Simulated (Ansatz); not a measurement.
Gas-phase electronic energies from Ansatz, PBE0-D4/def2-TZVP geometries. CBS: MP2 limit from def2 TZ/QZ plus the TZ coupled-cluster correction, frozen cores. This one scheme is used for every species. DFT in def2-TZVPP. One conformer a species, not always the lowest.

Consider the hydrogenolysis of a B–O bond: `COB(F)O[SiH3]` + H₂ → `COBF` + `O[SiH3]`.

| level | ΔE (kJ/mol) |
| --- | --- |
| PBE0-D4 | 104.7 |
| ωB97M-V | 107.9 |
| r2SCAN | 110.5 |
| PBE0 | 98.7 |
| MP2/def2-SVP | 124.6 |
| CCSD/def2-TZVPP | 105.9 |
| CCSD(T)/def2-TZVPP | 107.6 |
| CCSD/CBS(def2) | 105.5 |

What does CCSD(T)/CBS give? (Estimate.)

Computed: +107.2 kJ/mol. The listed levels differ from it by -2.5, 0.7, 3.3, -8.5, 17.4, -1.3, 0.4, -1.7 kJ/mol.

Largest T1 diagnostic among the species: 0.013.

From BLYP to BHLYP (50 % exact exchange), in def2-TZVPP and without D4, ΔE moves by +10.3 kJ/mol. At CCSD(T), def2-SVP lies +14.3 kJ/mol from the extrapolated value and def2-TZVPP +0.4 kJ/mol.
